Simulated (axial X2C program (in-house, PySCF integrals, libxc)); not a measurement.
LiSe⁺: from Re and ωe to a spectrum

A bond curve at the CCSD(T) level, with spin–orbit coupling, was computed with an in-house all-electron X2C program for linear molecules (integrals from PySCF) (basis Se dyall-cv3z [8s9p6d4f1g], Li dyall-cv3z [7s8p2d] (cores contracted in-house)) for the state Ω = 1 (⟨Sz⟩ = 0.98, ⟨Lz⟩ = 0.02 at HF). Its fit gives Re = 2.6159 Å, ωe = 305.1 cm⁻¹, ωexe = 3.63 cm⁻¹ and αe = 6.373e-03 cm⁻¹; the masses are 79.9165 and 7.0160 u. Two-component means X2C with spin–orbit coupling and atomic mean-field Coulomb and Gaunt terms.

Correlated methods: 6 electrons correlated (number of frozen shells: Se 3 s, 2 p, 1 d; Li 1 s), 188 virtual spin orbitals or spinors in MP2, 58 natural virtuals in coupled cluster.

(1) Find the reduced mass, Be and the force constant.

(2) Where do the fundamental and the first overtone lie?

(3) A Morse curve ties αe to the other constants (Pekeris). How well does that hold?

(4) Estimate De from a Morse curve and compare with the computed well depth of 0.748 eV to Se + Li+.

(5) Estimate the centrifugal constant by the Kratzer relation.

The state is a single determinant with fixed occupations, the lowest that a limited PBE0 search found. De is counted from the lowest determinant-based energies of the atoms at the same level, without counterpoise correction. CCSD and (T) use frozen natural virtuals with an MP2 correction for the truncation; (T) itself is uncorrected, so its De runs slightly low. With several unpaired electrons one determinant need not be a pure state. Open-shell Ω = 0 determinants with evenly filled partner blocks cannot be reached by this program, so the Ω shown need not be the lowest component. This is the Ω = 1 component of a π² triplet; the 0⁺ component is not one determinant and can lie lowest.

## Answers

(1) From the CCSD(T) values: μ = 6.4498 u. Be = 16.8576/(μ Re²) = 0.382 cm⁻¹. k = 5.8918×10⁻⁷ μ ωe² = 0.354 mdyn/Å.

(2) ν(1←0) = ωe − 2ωexe = 297.8 cm⁻¹; ν(2←0) = 2ωe − 6ωexe = 588.4 cm⁻¹.

(3) αe(Morse) = 6Be²/ωe × (√(ωexe/Be) − 1) = 5.976e-03 cm⁻¹; the CCSD(T) curve gives 6.373e-03 cm⁻¹, a ratio of 0.94.

(4) De(Morse) = ωe²/(4ωexe) = 0.795 eV against 0.748 eV computed, a ratio of 1.06. For De the Morse form works well here.

(5) D = 4Be³/ωe² = 2.39e-06 cm⁻¹.
